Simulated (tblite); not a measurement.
C4H16N2Si2.
Atom-mapped SMILES: `[CH3:1][CH2:2][NH:3][SiH2:4][C@H:5]([CH3:6])[NH:7][SiH3:8]` (hydrogens: H9, H10, H11 on C1; H12, H13 on C2; H14 on N3; H15, H16 on Si4; H17 on C5; H18, H19, H20 on C6; H21 on N7; H22, H23, H24 on Si8)

A start from a force field or distance geometry was refined with tblite 0.8.0, GFN2-xTB geometry optimisation, gas phase. Values at the start:

```csv
coordinate,start
C1–H9,1.106 Å
C2–N3,1.450 Å
C2–H12,1.130 Å
N3–Si4,1.800 Å
N3–H14,1.036 Å
Si4–C5,1.836 Å
Si4–H15,1.477 Å
Si4–H16,1.502 Å
C5–C6,1.513 Å
C5–N7,1.460 Å
C5–H17,1.123 Å
C6–H18,1.116 Å
N7–Si8,1.795 Å
N7–H21,1.044 Å
Si8–H22,1.467 Å
Si8–H23,1.480 Å
C1–C2–N3,111.9°
C2–N3–Si4,109.2°
N3–Si4–C5,113.4°
Si4–C5–C6,115.6°
Si4–C5–N7,114.4°
C5–N7–Si8,105.6°
C6–C5–N7,105.4°
```

Q: How do these coordinates change at the GFN2-xTB level?

A: 
```json
{"coordinate": "N7–Si8", "GFN2-xTB (Å or °)": "1.710", "change": "-0.085"}
{"coordinate": "N3–Si4", "GFN2-xTB (Å or °)": "1.718", "change": "-0.082"}
{"coordinate": "Si4–C5", "GFN2-xTB (Å or °)": "1.911", "change": "+0.075"}
{"coordinate": "C2–H12", "GFN2-xTB (Å or °)": "1.091", "change": "-0.039"}
{"coordinate": "N7–H21", "GFN2-xTB (Å or °)": "1.009", "change": "-0.035"}
{"coordinate": "C5–H17", "GFN2-xTB (Å or °)": "1.093", "change": "-0.030"}
{"coordinate": "C6–H18", "GFN2-xTB (Å or °)": "1.089", "change": "-0.027"}
{"coordinate": "Si4–H16", "GFN2-xTB (Å or °)": "1.476", "change": "-0.026"}
{"coordinate": "N3–H14", "GFN2-xTB (Å or °)": "1.011", "change": "-0.025"}
{"coordinate": "C1–H9", "GFN2-xTB (Å or °)": "1.087", "change": "-0.019"}
{"coordinate": "C5–C6", "GFN2-xTB (Å or °)": "1.528", "change": "+0.015"}
{"coordinate": "Si8–H23", "GFN2-xTB (Å or °)": "1.465", "change": "-0.015"}
{"coordinate": "Si4–H15", "GFN2-xTB (Å or °)": "1.464", "change": "-0.013"}
{"coordinate": "C5–N7", "GFN2-xTB (Å or °)": "1.452", "change": "-0.008"}
{"coordinate": "Si8–H22", "GFN2-xTB (Å or °)": "1.474", "change": "+0.007"}
{"coordinate": "C2–N3", "GFN2-xTB (Å or °)": "1.445", "change": "-0.005"}
{"coordinate": "C5–N7–Si8", "GFN2-xTB (Å or °)": "124.3", "change": "+18.7"}
{"coordinate": "C2–N3–Si4", "GFN2-xTB (Å or °)": "122.4", "change": "+13.2"}
{"coordinate": "N3–Si4–C5", "GFN2-xTB (Å or °)": "106.1", "change": "-7.3"}
{"coordinate": "C6–C5–N7", "GFN2-xTB (Å or °)": "109.5", "change": "+4.1"}
{"coordinate": "Si4–C5–C6", "GFN2-xTB (Å or °)": "112.9", "change": "-2.7"}
{"coordinate": "Si4–C5–N7", "GFN2-xTB (Å or °)": "112.1", "change": "-2.3"}
{"coordinate": "C1–C2–N3", "GFN2-xTB (Å or °)": "113.2", "change": "+1.3"}
```

The energy falls by 142.7 kJ/mol over 261 L-BFGS steps, the largest force on an atom goes from 2.45 to 0.008 eV/Å, and the atoms move by 0.946 Å rms after alignment. The bond that changes most is N7–Si8 (silicon-bound nitrogen to SiH3 silicon), which shortens by 0.085 Å. Bonds longer at the end by more than 0.005 Å: 4 of 23; shorter: 16. Among the dihedrals that turn most is H21–N7–Si8–H22, from 144° to -83°. Rotational constants go from 2571, 625.0, 542.2 to 2463, 617.8, 555.4 MHz.

On one thread of an Arm Neoverse N1, no GPU (shared host), this took 4.6 s wall.

Its GFN2-xTB frequencies are all real (lowest 31 cm⁻¹). One conformer, not necessarily the lowest. 3 starts were optimised and ended at 0.00, 1.67 and 2.67 kcal/mol (GFN2-xTB); the lowest of these is shown.

The numbers are calculated, not measured.
